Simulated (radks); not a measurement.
The numbers below are computed, except where a source is named.
Question: Successive ionisation energies (eV) of one element, from differences of total energies of ions in their ground configurations, starting at charge 13: 304.51, 543.29, 595.00, 648.12, 702.56, 758.20, 832.03, 892.25, 953.76, 1016.5, 1080.3, 1272.3, 1330.3. Code: a radial shooting solver on a logarithmic mesh with Libxc functionals. Model: scalar-relativistic Kohn-Sham, PBEsol, spin-polarised, spherical densities, finite nucleus; open shells are filled with parallel spins first (spin-orbit coupling, left out, can overturn this in heavy ions); Fermi nuclear charge, rms radius 4.4091 fm. Which element is it?

Answer: Molybdenum (Z = 42). The first species listed is Mo13+ in [Ar] 3d10 4s1, the last Mo25+ in [Ne] 3s2 3p5.
